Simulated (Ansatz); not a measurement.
Born–Oppenheimer molecular dynamics of a periodic cell of 17 atoms, Li16B (host Li, host structure bcc, interstitial B). It starts from a relaxed structure.

Method: Ansatz 0.2.0, DFT PBE, scalar-relativistic, plane waves, PAW. Settings: accuracy low, cutoff 420 eV, k mesh 2x2x2, fermi-dirac smearing 0.15 eV, no spin polarisation.

```json
{
  "ensemble": "NVT, Nosé–Hoover chain",
  "time step": "1 fs",
  "steps asked": "270",
  "set temperature": "1200 K",
  "thermostat": "time constant 50 fs, chain length 1",
  "seed": "195085"
}
```

Frames 5 fs apart, positions in Å, forces in eV/Å.

Velocities at 170.0 fs (Å/ps):

```
Li -1.65 5.74 0.15
Li -26.02 0.26 10.94
Li -20.41 0.69 22.62
Li -6.07 5.23 10.35
Li 8.71 -3.40 18.40
Li 15.21 -24.30 -23.59
Li 2.95 -16.02 15.78
Li 1.38 -14.84 -14.56
Li -30.37 15.07 12.16
Li 4.09 -3.96 11.07
Li 25.60 -8.07 -2.49
Li 24.43 -18.40 -1.31
Li -15.18 -9.56 -6.56
Li 14.55 -2.18 -12.71
Li 5.21 26.97 19.18
Li 1.29 -7.20 -18.26
B -2.40 34.64 -26.42
```

```xyz
17
Lattice="6.9800 0.0000 0.0000 0.0000 6.9800 0.0000 0.0000 0.0000 6.9800" Properties=species:S:1:pos:R:3:forces:R:3 time_fs=170.0 energy_less_start_eV=3.826 T=2264
Li 0.398 0.349 0.668 -0.57 -0.29 0.95
Li 2.569 0.303 -0.474 -0.31 1.24 1.06
Li -0.386 3.356 0.760 0.43 0.02 -0.03
Li 0.814 -0.354 4.100 -0.54 0.30 -0.44
Li 2.378 1.492 2.445 -0.29 -0.01 0.08
Li 3.603 3.035 -0.531 -0.70 0.02 -0.44
Li 3.197 -0.385 4.712 0.99 -0.42 -1.42
Li 4.608 1.812 1.261 0.38 -0.60 0.03
Li -1.904 5.614 2.554 0.14 -0.06 0.22
Li 1.948 4.455 2.282 0.25 0.46 -0.80
Li 1.561 3.830 4.533 0.07 -1.14 0.25
Li 6.134 2.342 3.418 0.16 0.02 0.38
Li 4.442 5.554 -0.028 -0.34 0.22 0.66
Li 5.869 0.479 5.567 -0.23 0.40 0.14
Li 1.227 5.268 6.206 -0.10 -0.32 0.91
Li 5.844 4.443 5.510 0.22 -0.47 -0.79
B 0.594 1.919 -0.738 0.44 0.63 -0.77
17
Lattice="6.9800 0.0000 0.0000 0.0000 6.9800 0.0000 0.0000 0.0000 6.9800" Properties=species:S:1:pos:R:3:forces:R:3 time_fs=175.0 energy_less_start_eV=3.539 T=2270
Li 0.379 0.375 0.684 -0.73 0.22 0.81
Li 2.437 0.327 -0.404 0.11 1.48 0.65
Li -0.479 3.361 0.870 0.54 0.19 -0.30
Li 0.776 -0.324 4.143 -0.23 0.14 -0.57
Li 2.417 1.475 2.537 -0.18 -0.04 0.11
Li 3.666 2.916 -0.655 -0.61 0.04 -0.43
Li 3.228 -0.470 4.766 0.85 -0.26 -1.15
Li 4.620 1.729 1.190 0.25 -0.61 0.15
Li -2.051 5.688 2.617 0.18 -0.04 0.10
Li 1.973 4.443 2.322 0.20 0.49 -0.90
Li 1.688 3.772 4.528 -0.08 -0.76 0.61
Li 6.257 2.252 3.418 0.08 0.07 0.36
Li 4.363 5.510 -0.049 -0.17 0.17 0.61
Li 5.935 0.475 5.508 -0.46 0.40 0.34
Li 1.250 5.391 6.314 -0.31 -1.11 0.51
Li 5.856 4.399 5.407 0.38 -0.42 -0.56
B 0.586 2.094 -0.875 0.17 0.06 -0.34
17
Lattice="6.9800 0.0000 0.0000 0.0000 6.9800 0.0000 0.0000 0.0000 6.9800" Properties=species:S:1:pos:R:3:forces:R:3 time_fs=180.0 energy_less_start_eV=3.343 T=2195
Li 0.337 0.408 0.727 -0.87 0.40 0.80
Li 2.314 0.401 -0.314 0.52 1.53 0.12
Li -0.550 3.372 0.966 0.54 0.30 -0.47
Li 0.732 -0.290 4.165 0.14 -0.09 -0.62
Li 2.448 1.457 2.630 -0.06 -0.06 0.10
Li 3.707 2.802 -0.789 -0.41 0.06 -0.35
Li 3.286 -0.562 4.780 0.49 -0.05 -0.69
Li 4.641 1.627 1.127 0.12 -0.57 0.22
Li -2.187 5.757 2.682 0.27 -0.04 -0.06
Li 2.003 4.449 2.330 0.12 0.45 -0.84
Li 1.808 3.691 4.542 -0.17 -0.35 0.60
Li 6.379 2.167 3.430 0.00 0.16 0.30
Li 4.279 5.474 -0.049 0.00 0.10 0.53
Li 5.984 0.485 5.462 -0.66 0.42 0.54
Li 1.261 5.472 6.436 -0.39 -1.57 0.15
Li 5.879 4.343 5.290 0.42 -0.32 -0.32
B 0.582 2.265 -1.015 -0.07 -0.37 -0.02
17
Lattice="6.9800 0.0000 0.0000 0.0000 6.9800 0.0000 0.0000 0.0000 6.9800" Properties=species:S:1:pos:R:3:forces:R:3 time_fs=185.0 energy_less_start_eV=3.224 T=2055
Li 0.266 0.451 0.796 -0.85 0.31 0.77
Li 2.213 0.522 -0.224 0.67 1.33 -0.31
Li -0.600 3.392 1.042 0.45 0.33 -0.52
Li 0.694 -0.261 4.165 0.44 -0.34 -0.59
Li 2.476 1.438 2.723 0.04 -0.06 0.07
Li 3.733 2.694 -0.930 -0.13 0.05 -0.22
Li 3.359 -0.651 4.770 0.08 0.15 -0.19
Li 4.665 1.510 1.073 0.00 -0.45 0.25
Li -2.308 5.822 2.741 0.42 -0.04 -0.27
Li 2.036 4.469 2.310 0.05 0.33 -0.62
Li 1.917 3.602 4.575 -0.15 0.15 0.27
Li 6.496 2.092 3.452 -0.08 0.29 0.17
Li 4.200 5.443 -0.030 0.14 0.04 0.43
Li 6.008 0.509 5.437 -0.77 0.41 0.69
Li 1.259 5.498 6.559 -0.35 -1.58 -0.11
Li 5.916 4.278 5.165 0.35 -0.17 -0.13
B 0.577 2.421 -1.150 -0.32 -0.74 0.30
17
Lattice="6.9800 0.0000 0.0000 0.0000 6.9800 0.0000 0.0000 0.0000 6.9800" Properties=species:S:1:pos:R:3:forces:R:3 time_fs=190.0 energy_less_start_eV=3.217 T=1850
Li 0.172 0.503 0.887 -0.58 0.04 0.64
Li 2.138 0.683 -0.148 0.52 0.94 -0.51
Li -0.633 3.422 1.097 0.31 0.28 -0.50
Li 0.673 -0.245 4.145 0.58 -0.55 -0.47
Li 2.504 1.418 2.813 0.13 -0.04 0.01
Li 3.753 2.594 -1.071 0.22 0.02 -0.06
Li 3.431 -0.731 4.754 -0.25 0.27 0.25
Li 4.688 1.385 1.031 -0.16 -0.26 0.27
Li -2.409 5.883 2.788 0.60 -0.06 -0.51
Li 2.069 4.499 2.270 -0.01 0.17 -0.34
Li 2.016 3.522 4.616 -0.05 0.65 -0.18
Li 6.604 2.030 3.479 -0.16 0.43 0.01
Li 4.128 5.415 0.001 0.24 0.00 0.32
Li 6.006 0.545 5.435 -0.74 0.35 0.72
Li 1.246 5.471 6.671 -0.30 -1.22 -0.30
Li 5.962 4.210 5.043 0.20 0.03 -0.01
B 0.565 2.554 -1.272 -0.55 -1.05 0.66
17
Lattice="6.9800 0.0000 0.0000 0.0000 6.9800 0.0000 0.0000 0.0000 6.9800" Properties=species:S:1:pos:R:3:forces:R:3 time_fs=195.0 energy_less_start_eV=3.338 T=1589
Li 0.063 0.553 0.994 -0.11 -0.26 0.45
Li 2.084 0.866 -0.092 0.22 0.55 -0.52
Li -0.653 3.460 1.132 0.17 0.19 -0.45
Li 0.672 -0.247 4.111 0.56 -0.68 -0.30
Li 2.534 1.397 2.898 0.18 -0.03 -0.08
Li 3.779 2.499 -1.206 0.55 -0.04 0.08
Li 3.490 -0.798 4.747 -0.44 0.32 0.57
Li 4.704 1.257 1.000 -0.39 -0.04 0.27
Li -2.484 5.938 2.816 0.74 -0.07 -0.70
Li 2.100 4.534 2.221 -0.05 0.01 -0.04
Li 2.108 3.468 4.649 -0.05 0.99 -0.44
Li 6.701 1.985 3.504 -0.23 0.52 -0.14
Li 4.069 5.388 0.042 0.31 -0.03 0.21
Li 5.979 0.591 5.458 -0.56 0.25 0.61
Li 1.223 5.404 6.768 -0.28 -0.76 -0.48
Li 6.013 4.148 4.927 -0.06 0.32 0.02
B 0.542 2.656 -1.372 -0.56 -1.23 0.94
17
Lattice="6.9800 0.0000 0.0000 0.0000 6.9800 0.0000 0.0000 0.0000 6.9800" Properties=species:S:1:pos:R:3:forces:R:3 time_fs=200.0 energy_less_start_eV=3.508 T=1327
Li -0.043 0.591 1.111 0.38 -0.49 0.27
Li 2.041 1.057 -0.058 -0.06 0.29 -0.43
Li -0.666 3.502 1.150 0.04 0.07 -0.39
Li 0.689 -0.273 4.069 0.42 -0.72 -0.13
Li 2.569 1.377 2.977 0.20 -0.01 -0.17
Li 3.823 2.409 -1.331 0.77 -0.09 0.17
Li 3.532 -0.850 4.760 -0.49 0.30 0.72
Li 4.706 1.136 0.980 -0.67 0.16 0.24
Li -2.530 5.988 2.819 0.80 -0.07 -0.72
Li 2.127 4.566 2.174 -0.06 -0.13 0.22
Li 2.192 3.450 4.665 -0.27 1.12 -0.44
Li 6.785 1.961 3.524 -0.27 0.51 -0.23
Li 4.024 5.362 0.088 0.36 -0.06 0.09
Li 5.935 0.643 5.500 -0.26 0.13 0.40
Li 1.191 5.315 6.843 -0.30 -0.38 -0.66
Li 6.058 4.100 4.817 -0.38 0.64 -0.04
B 0.509 2.727 -1.447 -0.21 -1.27 1.11
17
Lattice="6.9800 0.0000 0.0000 0.0000 6.9800 0.0000 0.0000 0.0000 6.9800" Properties=species:S:1:pos:R:3:forces:R:3 time_fs=205.0 energy_less_start_eV=3.600 T=1128
Li -0.129 0.611 1.229 0.73 -0.61 0.11
Li 1.998 1.247 -0.039 -0.23 0.16 -0.32
Li -0.678 3.543 1.153 -0.08 -0.06 -0.33
Li 0.720 -0.321 4.024 0.26 -0.68 0.02
Li 2.608 1.358 3.044 0.17 0.00 -0.24
Li 3.889 2.321 -1.443 0.77 -0.06 0.19
Li 3.555 -0.889 4.795 -0.43 0.29 0.66
Li 4.685 1.027 0.969 -0.88 0.32 0.16
Li -2.546 6.032 2.798 0.75 -0.09 -0.54
Li 2.151 4.593 2.136 -0.06 -0.21 0.41
Li 2.262 3.470 4.667 -0.53 1.07 -0.28
Li 6.854 1.955 3.534 -0.28 0.42 -0.25
Li 3.994 5.335 0.134 0.39 -0.11 -0.01
Li 5.886 0.696 5.552 0.13 -0.02 0.16
Li 1.152 5.218 6.891 -0.31 -0.12 -0.80
Li 6.088 4.077 4.713 -0.61 0.87 -0.12
B 0.473 2.765 -1.493 0.21 -1.16 1.20
17
Lattice="6.9800 0.0000 0.0000 0.0000 6.9800 0.0000 0.0000 0.0000 6.9800" Properties=species:S:1:pos:R:3:forces:R:3 time_fs=210.0 energy_less_start_eV=3.533 T=1027
Li -0.187 0.610 1.343 0.86 -0.64 -0.06
Li 1.951 1.431 -0.033 -0.27 0.10 -0.24
Li -0.691 3.580 1.145 -0.17 -0.19 -0.27
Li 0.758 -0.388 3.983 0.12 -0.57 0.12
Li 2.651 1.340 3.099 0.11 0.02 -0.28
Li 3.976 2.237 -1.541 0.55 0.10 0.15
Li 3.562 -0.915 4.850 -0.32 0.31 0.46
Li 4.636 0.935 0.964 -0.94 0.44 0.06
Li -2.536 6.071 2.760 0.65 -0.15 -0.21
Li 2.172 4.611 2.115 -0.06 -0.24 0.50
Li 2.310 3.525 4.658 -0.67 0.86 -0.09
Li 6.910 1.963 3.536 -0.24 0.31 -0.21
Li 3.979 5.306 0.176 0.39 -0.18 -0.10
Li 5.843 0.744 5.607 0.54 -0.21 -0.01
Li 1.104 5.123 6.909 -0.28 0.03 -0.88
Li 6.096 4.083 4.612 -0.63 0.86 -0.11
B 0.445 2.777 -1.510 0.37 -0.85 1.16
17
Lattice="6.9800 0.0000 0.0000 0.0000 6.9800 0.0000 0.0000 0.0000 6.9800" Properties=species:S:1:pos:R:3:forces:R:3 time_fs=215.0 energy_less_start_eV=3.359 T=988
Li -0.212 0.587 1.449 0.78 -0.61 -0.24
Li 1.898 1.607 -0.035 -0.19 0.04 -0.15
Li -0.709 3.609 1.129 -0.24 -0.31 -0.20
Li 0.797 -0.471 3.948 0.03 -0.42 0.18
Li 2.694 1.324 3.142 0.02 0.04 -0.28
Li 4.077 2.162 -1.629 0.20 0.37 0.07
Li 3.558 -0.930 4.917 -0.20 0.37 0.23
Li 4.559 0.864 0.961 -0.85 0.55 -0.06
Li -2.505 6.102 2.718 0.53 -0.25 0.17
Li 2.189 4.620 2.111 -0.07 -0.23 0.48
Li 2.333 3.605 4.647 -0.66 0.52 0.07
Li 6.954 1.982 3.530 -0.18 0.22 -0.12
Li 3.977 5.273 0.213 0.37 -0.26 -0.16
Li 5.822 0.783 5.658 0.92 -0.42 -0.06
Li 1.050 5.035 6.897 -0.20 0.13 -0.86
Li 6.083 4.117 4.513 -0.46 0.64 0.00
B 0.424 2.770 -1.502 0.22 -0.38 0.94
17
Lattice="6.9800 0.0000 0.0000 0.0000 6.9800 0.0000 0.0000 0.0000 6.9800" Properties=species:S:1:pos:R:3:forces:R:3 time_fs=220.0 energy_less_start_eV=3.181 T=958
Li -0.211 0.545 1.540 0.60 -0.56 -0.42
Li 1.842 1.774 -0.041 -0.01 -0.08 -0.01
Li -0.734 3.625 1.106 -0.27 -0.41 -0.14
Li 0.835 -0.563 3.922 -0.02 -0.24 0.22
Li 2.736 1.310 3.173 -0.08 0.05 -0.24
Li 4.178 2.103 -1.709 -0.10 0.64 -0.01
Li 3.547 -0.931 4.988 -0.10 0.45 0.03
Li 4.458 0.816 0.956 -0.67 0.62 -0.18
Li -2.458 6.123 2.684 0.42 -0.32 0.47
Li 2.203 4.621 2.123 -0.09 -0.19 0.35
Li 2.333 3.698 4.639 -0.59 0.14 0.17
Li 6.990 2.007 3.521 -0.11 0.18 -0.01
Li 3.988 5.233 0.242 0.33 -0.34 -0.19
Li 5.832 0.805 5.705 1.17 -0.59 -0.01
Li 0.993 4.956 6.857 -0.09 0.19 -0.76
Li 6.055 4.171 4.421 -0.28 0.36 0.15
B 0.410 2.755 -1.474 -0.10 0.10 0.57
17
Lattice="6.9800 0.0000 0.0000 0.0000 6.9800 0.0000 0.0000 0.0000 6.9800" Properties=species:S:1:pos:R:3:forces:R:3 time_fs=225.0 energy_less_start_eV=3.021 T=927
Li -0.189 0.486 1.613 0.41 -0.48 -0.56
Li 1.789 1.928 -0.047 0.25 -0.25 0.21
Li -0.766 3.627 1.081 -0.24 -0.48 -0.08
Li 0.870 -0.658 3.904 -0.06 -0.05 0.24
Li 2.772 1.298 3.194 -0.19 0.06 -0.19
Li 4.271 2.070 -1.785 -0.22 0.78 -0.06
Li 3.534 -0.916 5.056 -0.03 0.53 -0.10
Li 4.340 0.790 0.946 -0.48 0.62 -0.26
Li -2.399 6.132 2.667 0.30 -0.33 0.62
Li 2.213 4.615 2.147 -0.09 -0.16 0.16
Li 2.312 3.790 4.637 -0.47 -0.21 0.23
Li 7.021 2.037 3.512 -0.05 0.15 0.08
Li 4.010 5.184 0.264 0.28 -0.39 -0.19
Li 5.881 0.806 5.749 1.21 -0.66 0.08
Li 0.936 4.888 6.794 -0.01 0.26 -0.59
Li 6.019 4.233 4.338 -0.16 0.12 0.27
B 0.394 2.743 -1.435 -0.47 0.49 0.13
```

Of the whole run (270 fs, mean temperature of the second half 1508 K): The conserved energy stayed within 0.22 meV per atom of its start (net change 0.089 meV per atom), so the integration is sound. The mean temperature of the second half is 26 % above the set value. A run of 0.27 ps of so small a system gives no equilibrium averages. Limits of this set-up: coarse k mesh, odd electron count without spin, low accuracy level.

Run time: 15 min on 1 thread of Arm Neoverse V1, with other jobs on the host, peak memory 0.61 GiB.
